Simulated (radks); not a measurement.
Problem. Radial electron density D(r) = 4 pi r^2 rho(r) of an atom or ion with 3 electrons. All-electron calculation, scalar-relativistic Kohn-Sham, Slater X-alpha with alpha = 0.667, spin-polarised, spherical densities, finite nucleus; Fermi nuclear charge, rms radius of each element as measured or else 0.836 A^(1/3) + 0.57 fm. Program: a radial shooting solver on a logarithmic mesh with Libxc functionals.

```
   r/bohr * D(r) (the largest magnitude, 4.96, reaches the edge; | marks zero)
  0.03059 |      *
  0.03736 |        *
    0.046 |            *
  0.05618 |                 *
  0.06862 |                      *
  0.08449 |                             *
   0.1032 |                                     *
    0.126 |                                            *
   0.1552 |                                                  *
   0.1895 |                                                      *
   0.2315 |                                                      *
   0.2828 |                                                  *
   0.3482 |                                         *
   0.4252 |                              *
   0.5194 |                   *
   0.6395 |          *
    0.781 |      *
    0.954 |      *
    1.175 |      *
    1.435 |       *
    1.752 |     *
     2.14 |   *
    2.635 | *
    3.218 |*
    3.931 *
     4.84 *
```

What is the nuclear charge?

Solution. Z = 5. The innermost maximum, from 1s, lies near gamma/Z bohr with gamma = sqrt(1 - (Z/c)^2) = 0.999, here 0.2 bohr (found: 0.210), and its height grows with Z. The density is that of the boron ion B2+ in [He] 2s1; the configuration itself is not fixed sharply by these data. D(r) has 2 maxima, at r = 0.210, 1.35 bohr, and minima at 0.917 bohr, inside which lie 2.08 electrons.
